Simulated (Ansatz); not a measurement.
A search over several starts for the lowest SCF solution of the cluster TiS₃ at the given spin, in a small basis.

```yaml
crystal:
  periodic: [false, false, false]
  atoms:
    - {symbol: Ti, position_ang: [-0.043031, -0.026773, -0.016562]}
    - {symbol: S, position_ang: [0.200338, 0.915894, -1.951395]}
    - {symbol: S, position_ang: [1.015465, -1.862779, 0.430741]}
    - {symbol: S, position_ang: [-1.172772, 0.973657, 1.537216]}
basis:
  gaussian: {orbitals: def2-SVP}
hamiltonian: {xc: pbe0, dispersion: d4}
output: {orbitals: {seedname: orbitals}}
```

```sh
$ ansatz run in.yaml --threads 4 --pin off --events-out ev --progress --plain --max-ram 3916MiB
```

Output, abridged:

```
Functional definition: PBE0
824 factors; integrals over basis functions are off by at most 9.1e-4 eV
mean field evaluation 1: about -55590.8483 eV, gradient 1.6e1 eV
mean field evaluation 2: about -55586.6466 eV, gradient 4.7e1 eV
mean field evaluation 4: about -55591.4785 eV, gradient 4.7e0 eV
mean field evaluation 8: about -55591.5656 eV, gradient 1.8e-1 eV
mean field evaluation 16: about -55591.5657 eV, gradient 1.9e-5 eV
mean field -55591.56574217 eV, -2042.9523597081 hartree, gradient 2.0e-5 eV, S^2 0.000000; 0 other end points of the search recorded, 0 dependent functions left out
reference -55591.56580813 eV, -2042.9523621319 hartree; 35, 35 occupied and 50, 50 virtual orbitals, 824 factors
Total energy: -55591.71972653 eV, -2042.9580185289 hartree
```

It took 1.2 s on 4 threads of AMD EPYC 7R43 on a shared host.

A triplet lies near this restricted singlet, and broken spin symmetry wasn't tried. At PBE0-D4/def2-TZVPD a triplet of charge 0 lies 0.20 eV below the restricted singlet at the same geometry. The structure comes from a short search, and lower isomers may exist.
